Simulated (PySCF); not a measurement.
This PySCF input asks for the NMR shieldings of SMILES COC[Si@@H](P)C(C)C, C5H15OPSi; the geometry comes from GFN2-xTB.

```python
import basis_set_exchange as bse
import numpy as np
from pyscf import gto, dft
from pyscf.prop import nmr

atoms = """
C     3.260203   -0.584076    0.023484
O     1.978828   -0.024212   -0.079561
C     1.239825   -0.085976    1.122811
Si   -0.443059    0.738043    0.713065
P    -0.141566    2.836804   -0.036599
C    -1.352911   -0.222058   -0.670697
C    -2.748249    0.359996   -0.877179
C    -1.434027   -1.719621   -0.391140
H     3.864690   -0.055762    0.772244
H     3.727658   -0.490040   -0.955034
H     3.207426   -1.644160    0.303399
H     1.767790    0.452732    1.921864
H     1.134759   -1.127081    1.454107
H    -1.235431    0.758906    1.957902
H     0.902316    2.489181   -0.875079
H     0.724937    3.200235    0.980643
H    -0.791418   -0.084832   -1.601863
H    -2.695030    1.434050   -1.046464
H    -3.366793    0.184922    0.000308
H    -3.235626   -0.100219   -1.735358
H    -0.439348   -2.150942   -0.314980
H    -1.965634   -1.909471    0.539073
H    -1.964092   -2.229436   -1.194868
"""
names = dict.fromkeys(["C", "O", "Si", "P", "H"], "pcSseg-1")
basis = {el: gto.basis.parse(bse.get_basis(n, elements=[el], fmt="nwchem")) for el, n in names.items()}
mol = gto.M(atom=atoms, basis=basis, charge=0, verbose=0)
mf = dft.RKS(mol, xc="PBE0")
mf.grids.level = 2
mf.grids.alignment = dft.numint.BLKSIZE   # the property module wants whole blocks of grid points
mf.conv_tol = 1e-9
mf.kernel()

calc = nmr.RKS(mf)   # GIAO
C = mf.mo_coeff
Co = C[:, mf.mo_occ > 0]
resp = mf.gen_response(singlet=True, hermi=2)
def vind(x):   # induced exchange potential for any number of trial vectors
    d = np.einsum("pi,xij,qj->xpq", C, 2 * x.reshape(-1, C.shape[1], Co.shape[1]), Co, optimize=True)
    return np.einsum("xpq,pi,qj->xij", resp(d - d.transpose(0, 2, 1)), C, Co, optimize=True).ravel()
mo1, _ = nmr.rhf.solve_mo1(calc, with_cphf=vind)
sigma = calc.kernel(mo1)
for i, s in enumerate(sigma):   # ppm
    w = np.linalg.eigvalsh((s + s.T) / 2)
    print("%2d %-2s iso %8.1f  s11 %8.1f  s22 %8.1f  s33 %8.1f" % (i, mol.atom_pure_symbol(i), w.mean(), *w))
```

Q: What are the results?

A: 
```
 0 C  iso    121.6  s11     90.1  s22     90.4  s33    184.4
 1 O  iso    330.9  s11    317.8  s22    328.1  s33    346.8
 2 C  iso    120.7  s11     88.8  s22     99.3  s33    174.0
 3 Si iso    357.4  s11    303.1  s22    356.7  s33    412.3
 4 P  iso    628.5  s11    562.8  s22    616.5  s33    706.4
 5 C  iso    169.9  s11    162.1  s22    169.6  s33    178.0
 6 C  iso    166.2  s11    153.5  s22    158.6  s33    186.5
 7 C  iso    166.2  s11    154.6  s22    157.6  s33    186.5
 8 H  iso     28.4  s11     24.3  s22     26.1  s33     35.0
 9 H  iso     27.8  s11     23.5  s22     24.9  s33     34.9
10 H  iso     28.4  s11     24.2  s22     26.2  s33     34.8
11 H  iso     28.8  s11     25.5  s22     27.4  s33     33.4
12 H  iso     28.3  s11     25.4  s22     28.0  s33     31.5
13 H  iso     27.6  s11     25.0  s22     25.6  s33     32.2
14 H  iso     30.3  s11     25.0  s22     28.5  s33     37.4
15 H  iso     30.9  s11     25.8  s22     27.3  s33     39.7
16 H  iso     30.6  s11     28.1  s22     28.8  s33     35.0
17 H  iso     30.1  s11     23.7  s22     30.7  s33     36.0
18 H  iso     31.0  s11     27.4  s22     28.7  s33     36.9
19 H  iso     30.5  s11     26.0  s22     27.5  s33     37.9
20 H  iso     30.3  s11     24.3  s22     30.1  s33     36.4
21 H  iso     30.9  s11     27.4  s22     28.7  s33     36.8
22 H  iso     30.5  s11     25.9  s22     27.7  s33     37.8
```

These numbers come from an equivalent density-fitted implementation of the same equations, which agrees with the script to about 0.01 ppm for H and up to a few tenths of a ppm for heavy atoms, so last digits may differ.

Q: Turn these shieldings into chemical shifts. Shifts are taken against calculated references (same method and geometry level): ¹³C (σ = 186.93 ppm), ²⁹Si (σ = 349.16 ppm), ¹H (σ = 31.72 ppm) vs TMS; ¹⁷O (σ = 336.08 ppm) vs H2O; ³¹P (σ = 318.38 ppm) against H3PO4.

A: Averaging equivalent atoms: C 2: 66.2; C 0: 65.3; C 6: 20.7; C 7: 20.7; C 5: 17.0; O 1: 5.2; Si 3: -8.3; P 4: -310.2; H 13: 4.11; H 8/9/10: 3.51; H 12: 3.40; H 11: 2.95; H 17/18/19: 1.17; H 20/21/22: 1.15; H 14/15: 1.10; H 16: 1.08 ppm. Experimental scales use liquid or dissolved standards, which lie at an offset from isolated H2O (liquid H2O: subtract about 36 ppm) and H3PO4.

Size and cost of the density-fitted run: 225 basis functions, 51 s wall time on 1 thread of an Arm Neoverse V1, shared host; peak memory 1.1 GiB.
